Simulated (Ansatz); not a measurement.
Basis-set series for CH$_{3}$BF$_{2}$GeO, SMILES `FB(F)[CH]1[O][GeH2]1`. Charge 0, multiplicity 1. All single points use the PBE0-D4/def2-TZVP geometry. It is one conformer, not always the lowest.

```tsv
functional	basis	functions	energy (Eh)	HOMO (eV)	LUMO (eV)
PBE0-D4	def2-TZVPP	245	-2416.29936	-7.60	-1.28
PBE0-D4	def2-QZVPP	464	-2416.36260	-7.62	-1.37
ωB97M-V	def2-TZVPP	245	-2416.69788	-9.72	0.59
ωB97M-V	def2-QZVPP	464	-2416.75872	-9.75	0.36
```

Give the rows for def2-SVP. (An estimate is asked.)

Computed: 
```
functional     basis  functions  energy (Eh)  HOMO (eV)  LUMO (eV)
   PBE0-D4  def2-SVP        117  -2415.62876      -7.52      -1.15
   ωB97M-V  def2-SVP        117  -2416.01992      -9.63       0.81
```

Positive LUMOs are unbound and depend on the basis. Scalar relativity is left out up to krypton.
